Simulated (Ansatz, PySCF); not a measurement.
Complex: PH3 (SMILES P) (first 4 atoms) with AsH3 (SMILES [AsH3]); geometry from B3LYP-D3(BJ)/def2-TZVP, rigid monomers moved along the line of their centres of mass till P1···As5 is 5.10 Å.
(charge 0, multiplicity 1):
```xyz
8

P     -0.0237     0.1221    -0.4746
H      1.3881    -0.0020    -0.4601
H     -0.2378    -1.2642    -0.2726
H     -0.1115     0.0255    -1.8883
As     0.2907     0.5151     4.5976
H      0.3895     0.6414     6.1162
H     -1.2190     0.7154     4.6139
H      0.5484     2.0022     4.3922
```

```csv
level,interaction energy (kJ/mol),"minus CCSD(T)/CBS(def2-SVPD, def2-TZVPPD)",cost
PBE-D4/def2-TZVPPD,-2.2,-0.7,×1
BP86/6-31G* (no counterpoise),-0.1,1.4,-
r2SCAN/def2-TZVPPD,-0.9,0.6,×2
B3LYP/3-21G (no counterpoise),-1.2,0.3,-
B3LYP/6-31G* (no counterpoise),-0.6,1.0,-
wB97X-V/def2-TZVPPD,-1.6,-0.1,×3
wB97M-V/def2-TZVPPD,-1.5,0.0,×4
MP2/6-31G*,-1.3,0.2,-
SCS-MP2/def2-SVPD,-1.4,0.2,-
SCS-MP2/def2-TZVPPD,-1.4,0.2,-
CCSD/def2-SVPD,-1.4,0.2,-
CCSD/def2-TZVPPD,-1.4,0.2,-
CCSD(T)/def2-TZVPPD,-1.5,0.0,×80
"CCSD(T)/CBS(def2-SVPD, def2-TZVPPD)",-1.6,0.0,×90
```

 The comparison column counts from a level with limits of its own.

The rows run from -2.2 (PBE-D4/def2-TZVPPD) to -0.1 kJ/mol (BP86/6-31G* (no counterpoise)). The 3 functionals in def2-TZVPPD without D3 or D4 span 0.7, from wB97X-V to r2SCAN.

Counterpoise-corrected where a basis set is named; no monomer relaxation. Rows marked so take none.

Correlated levels freeze the cores. Filled d and f shells under p-block atoms count as core. CBS(a, b) extrapolates the correlation energy as X⁻³ and adds the Hartree–Fock energy of set b. Rows in 3-21G, 6-31G* carry no dispersion term and start afresh at each structure (6-31G* with six Cartesian d functions); the Pople sets are all-electron and without relativity. MP2/6-31G* freezes PySCF's default core, which leaves 3d correlated.

Programs: Ansatz (Gaussian basis) for Hartree–Fock, density functionals and correlated methods; PySCF for 3-21G rows, 6-31G* rows, the dispersion terms. Each number belongs to the level named beside it.

Costs are rough ratios of core time to PBE/def2-TZVPPD (about 3 s over the structures, on one shared machine); a dash marks a level with no comparable run of its own.

Ansatz is a first-principles code.
